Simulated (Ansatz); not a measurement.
`FB(F)S` + `O[SiH3]` → `FB(S)O[SiH3]` + H–F  (ligand exchange at a B–F bond)

Isolated molecules relaxed with PBE0-D4/def2-TZVP in Ansatz; ΔE leaves out vibrations. CCSD(T)/CBS is the MP2 limit (def2-TZVPP, def2-QZVPP) plus CCSD(T) − MP2 in def2-TZVPP, frozen cores. This one scheme is used for every species. DFT in def2-TZVPP. Each species was taken in one conformer, which may not be the lowest.

CCSD(T)/CBS gives +4.4 kJ/mol.

(1) Another level gave +17.3 kJ/mol. Which?
A. HF/def2-TZVPP
B. BLYP/def2-TZVPP
C. MP2/def2-TZVPP
D. r2SCAN0-D4/def2-TZVPP

Largest T1 diagnostic among the species: 0.013.

## Answers

(1) A. HF/def2-TZVPP 17.3, r2SCAN0-D4 10.7, BLYP 21.7, MP2/def2-TZVPP 5.8 kJ/mol.

In def2-TZVPP, CCSD(T) changes the Hartree–Fock value by −9.0 kJ/mol (the triples alone add −1.3 kJ/mol) and MP2 by −11.6 kJ/mol. The D4 term adds −9.4 kJ/mol with B3LYP and −5.3 kJ/mol with PBE0; it sums over pairs of atoms, weighted by their polarisabilities, and B3LYP, whose exchange is more repulsive, gets the larger term. Leaving LDA and LC-ωPBE aside and taking each functional with its dispersion term where it has one, the values, not all of them listed here, spread over 9.9 kJ/mol, from BHLYP-D4 to B97M-V. LDA lies −6.8 kJ/mol from PBE without D4.

B3LYP here is the variant with VWN-RPA as its local correlation; programs differ in this.
